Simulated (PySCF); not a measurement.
**Polarisability and C₆ of Co(2+) (cobalt, charge +2)**

[Ar] 3d7, high-spin 4F determinant. Calculation: PySCF 2.14, in ANO-RCC-VTZP (6s5p3d2f1g, 59 functions); scalar relativity by spin-free X2C-1e. Coupled (time-dependent) response in atomic units; α is the mean over directions. The basis has no added diffuse functions, which lowers α and C₆.

```json
{"method": "PBEsol", "mean α (bohr³)": "3.581", "C₆ (like pair)": "10.16", "S(−4)": "8.286"}
```

S(−4) is the Cauchy moment in α(ω) = α(0) + S(−4) ω² + …

α(iu) at PBEsol:

| u (hartree) | α(iu) (bohr³) |
| --- | --- |
| 0 | 3.581 |
| 0.0500 | 3.561 |
| 0.100 | 3.502 |
| 0.200 | 3.296 |
| 0.300 | 3.033 |
| 0.500 | 2.530 |
| 0.750 | 2.076 |
| 1.00 | 1.767 |
| 1.50 | 1.355 |
| 2.00 | 1.070 |
| 3.00 | 0.6954 |
| 5.00 | 0.3426 |

For an ion, C₆ is the dispersion term alone; charge-induced terms of lower order in 1/R come first.
